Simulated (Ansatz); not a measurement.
Cost and result for the atomization energy of C₂H₇NOSi₂, SMILES `C[SiH]1N=C[SiH2]O1` (13 atoms, 13 bonds).

```xyz
13

C     2.138    0.435   -0.373
Si    0.318    0.679   -0.591
N    -0.459   -0.787   -1.195
C    -1.353   -1.242   -0.410
Si   -1.607   -0.218    1.183
O    -0.456    0.919    0.861
H     2.611    0.234   -1.338
H     2.341   -0.408    0.292
H     2.598    1.330    0.053
H     0.024    1.801   -1.515
H    -1.893   -2.156   -0.690
H    -2.961    0.383    1.295
H    -1.303   -0.969    2.428
```

Total charge 0; spin multiplicity 1. All single points use the PBE0-D4/def2-TZVP geometry. Program: Ansatz. All runs use 2 threads of an AMD EPYC 7R13 on a shared host and a share of an NVIDIA H100 80 GB. Times are those of one run each, without the atoms' runs, and a repeat can differ threefold. Electronic energies, without spin–orbit coupling; frozen cores. CCSD(T)/CBS adds CCSD(T) − MP2 in def2-TZVPP to the MP2 limit, and its time is that of the two runs behind it. T1 = 0.013. B3LYP takes the VWN-RPA correlation (the form of Gaussian; ORCA's B3LYP/G).

CCSD(T)/CBS is a level of theory with its own doubt, some kJ/mol a heavy atom from the limit and from the frozen cores, so smaller differences don't rank the functionals.

| level | functions | wall time | atomization (kJ/mol) | difference from CCSD(T)/CBS | per bond |
| --- | --- | --- | --- | --- | --- |
| ωB97X-V/def2-TZVPP | 306 | 4.1 s | 5121.3 | 23.1 | 1.8 |
| ωB97M-V/def2-TZVPP (with forces) | 306 | 6 s | 5114.3 | 16.1 | 1.2 |
| MP2/def2-QZVPP | 578 | 6 s | 5127.5 | 29.3 | 2.3 |
| PBE0-D4/def2-TZVPP | 306 | 6.5 s | 5079.8 | -18.4 | -1.4 |
| B3LYP-D4/def2-TZVPP (with forces) | 306 | 6.5 s | 5091.2 | -7.0 | -0.5 |
| r2SCAN-D4/def2-TZVPP (with forces) | 306 | 7 s | 5096.0 | -2.2 | -0.2 |
| PBE-D4/def2-TZVPP (with forces) | 306 | 8 s | 5166.1 | 67.9 | 5.2 |
| CCSD(T)/def2-TZVPP | 306 | 8 s | 4950.2 | -148.0 | -11.4 |
| B2PLYP/def2-TZVPP | 306 | 8.5 s | 5037.2 | -61.0 | -4.7 |
| CCSD(T)/CBS(def2) | – | 14 s | 5098.2 | 0.0 | 0.0 |

In def2-TZVPP, CCSD(T) changes the Hartree–Fock value by +1257.2 kJ/mol (the triples alone add +80.0 kJ/mol) and MP2 by +1345.4 kJ/mol; breaking electron pairs costs correlation energy, which Hartree–Fock lacks. From PBE to PBE0 (25 % exact exchange), in def2-TZVPP and without D4, the atomization energy moves by −81.1 kJ/mol: exact exchange takes away binding that semilocal exchange gives to molecules. The D4 term adds +55.5 kJ/mol with B3LYP and +29.2 kJ/mol with PBE0; it sums over pairs of atoms, weighted by their polarisabilities, and B3LYP, whose exchange is more repulsive, gets the larger term.
